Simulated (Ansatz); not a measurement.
Molecule: C3H7N (charge 0, singlet). 
Structure (B3LYP-D3(BJ)/def2-TZVP (Ansatz, an electronic-structure program) minimum search):
```xyz
11

C     -0.8497    -0.8470     0.0764
C     -1.0015     0.6153    -0.2526
C      0.2265     0.1266     0.4582
N      1.4480     0.0820    -0.3035
H     -0.6250    -1.5170    -0.7419
H     -1.4652    -1.2665     0.8604
H     -1.7210     1.1983     0.3059
H     -0.8762     0.9048    -1.2868
H      0.2917     0.3716     1.5171
H      1.9213     0.9779    -0.2898
H      2.0862    -0.6120     0.0679
```

Total electronic energies in hartree. Correlated levels leave the core frozen unless marked. Spin-orbit coupling is left out. No relativistic terms. CBS marks a two-point X^-3 extrapolation of the correlation energy; Hartree-Fock from the larger set. The bracket is a focal-point correction in the basis named.

```json
[
 {"level": "HF/6-31G*", "program": "Ansatz", "energy (Eh)": "-172.08182"},
 {"level": "RI-HF/cc-pVTZ", "program": "Ansatz", "energy (Eh)": "-172.14917"},
 {"level": "RI-HF/cc-pVQZ", "program": "Ansatz", "energy (Eh)": "-172.16112"},
 {"level": "SVWN5/def2-TZVPD", "program": "Ansatz", "energy (Eh)": "-171.75350"},
 {"level": "revPBE-D3(BJ)/def2-TZVPD", "program": "Ansatz + dftd3", "energy (Eh)": "-173.27919"},
 {"level": "r2SCAN-D4/def2-TZVPD", "program": "Ansatz + dftd4", "energy (Eh)": "-173.20661"},
 {"level": "PBE0-D3(BJ)/def2-TZVPD", "program": "Ansatz + dftd3", "energy (Eh)": "-173.11060"},
 {"level": "r2SCANh-D4/def2-TZVPD", "program": "Ansatz + dftd4", "energy (Eh)": "-173.20009"},
 {"level": "HSE06-D4/def2-TZVPD", "program": "Ansatz + dftd4", "energy (Eh)": "(withheld)"},
 {"level": "LC-wPBE-D3(BJ)/def2-TZVPD", "program": "Ansatz + dftd3", "energy (Eh)": "(withheld)"},
 {"level": "wB97M-V/def2-TZVPD", "program": "Ansatz", "energy (Eh)": "-173.22412"},
 {"level": "wB97X-V/def2-TZVPD", "program": "Ansatz", "energy (Eh)": "-173.26312"},
 {"level": "PBE-QIDH/def2-TZVPD", "program": "Ansatz", "energy (Eh)": "(withheld)"},
 {"level": "MP2/aug-cc-pVTZ", "program": "Ansatz", "energy (Eh)": "-172.88940"},
 {"level": "RI-MP2/CBS(cc-pVTZ,cc-pVQZ)", "program": "Ansatz", "energy (Eh)": "-172.9674"},
 {"level": "SCS-MP2/6-31G*", "program": "Ansatz", "energy (Eh)": "-172.62662"},
 {"level": "SCS-MP2/aug-cc-pVDZ", "program": "Ansatz", "energy (Eh)": "-172.71979"},
 {"level": "SCS-MP2/cc-pwCVTZ", "program": "Ansatz", "energy (Eh)": "-172.88445"},
 {"level": "CCSD/STO-3G", "program": "Ansatz", "energy (Eh)": "-170.23543"},
 {"level": "CCSD/cc-pwCVTZ", "program": "Ansatz", "energy (Eh)": "-172.91723"},
 {"level": "CCSD(T)/cc-pVDZ", "program": "Ansatz", "energy (Eh)": "-172.75283"},
 {"level": "CCSD(T)/cc-pwCVTZ", "program": "Ansatz", "energy (Eh)": "-172.94914"},
 {"level": "RI-MP2/CBS(aug-cc-pVTZ,aug-cc-pVQZ)+[CCSD(T)-MP2]/aug-cc-pVTZ", "program": "Ansatz", "energy (Eh)": "-173.0329"}
]
```

### Question
Fill in the missing entries.

### Answer

- HSE06-D4/def2-TZVPD, energy (Eh): -173.09925
- LC-wPBE-D3(BJ)/def2-TZVPD, energy (Eh): -173.21607
- PBE-QIDH/def2-TZVPD, energy (Eh): -173.07412
